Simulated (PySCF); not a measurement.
A run for PySCF: D3(BJ) and D4 dispersion corrections on CH6O2 (a complex).

```python
from pyscf import gto
from pyscf.dispersion import dftd3, dftd4

mol = gto.M(
    atom='''
    O    -0.11369052    0.04845715   -0.30979126
    H     0.66019627   -0.16211307   -0.84043802
    H     0.09777243   -0.25650983    0.58883937
    C     0.22167462    0.75872876    3.04882732
    O     0.35463732   -0.53058410    2.44589642
    H    -0.76591417    1.18992888    2.86554871
    H     0.97025113    1.39731499    2.58488665
    H     0.40950917    0.71500403    4.12502162
    H    -0.31141971   -1.12002727    2.81454505
    ''',
    basis='def2-svp',
    charge=0, spin=0, verbose=0, max_memory=1800)
d3, d4 = {}, {}
for xc in ['hf', 'pbe', 'blyp', 'revpbe', 'tpss', 'r2scan', 'b3lyp', 'pbe0', 'bhlyp', 'camb3lyp', 'b2plyp']:
    d3[xc] = float(dftd3.DFTD3Dispersion(mol, xc=xc, version='d3bj', atm=False).get_dispersion()['energy'])
    print(f'D3(BJ) {xc:10s} {d3[xc]:14.8f} Eh')
for xc in ['hf', 'pbe', 'blyp', 'revpbe', 'tpss', 'r2scan', 'b3lyp', 'pbe0', 'bhlyp', 'camb3lyp', 'b2plyp']:
    d4[xc] = float(dftd4.DFTD4Dispersion(mol, xc={'camb3lyp': 'cam-b3lyp'}.get(xc, xc), atm=True).get_dispersion()['energy'])
    print(f'D4     {xc:10s} {d4[xc]:14.8f} Eh')
```

Output:

```
D3(BJ) hf            -0.02807438 Eh
D3(BJ) pbe           -0.00337843 Eh
D3(BJ) blyp          -0.00668382 Eh
D3(BJ) revpbe        -0.00894899 Eh
D3(BJ) tpss          -0.00408126 Eh
D3(BJ) r2scan        -0.00094776 Eh
D3(BJ) b3lyp         -0.00540008 Eh
D3(BJ) pbe0          -0.00277843 Eh
D3(BJ) bhlyp         -0.00395982 Eh
D3(BJ) camb3lyp      -0.00230388 Eh
D3(BJ) b2plyp        -0.00234009 Eh
D4     hf            -0.01071792 Eh
D4     pbe           -0.00276507 Eh
D4     blyp          -0.00616794 Eh
D4     revpbe        -0.01020412 Eh
D4     tpss          -0.00373318 Eh
D4     r2scan        -0.00074839 Eh
D4     b3lyp         -0.00432258 Eh
D4     pbe0          -0.00231393 Eh
D4     bhlyp         -0.00281908 Eh
D4     camb3lyp      -0.00228026 Eh
D4     b2plyp        -0.00193846 Eh
```

The run finished.

Cost: around 0.020 core-seconds (rough).
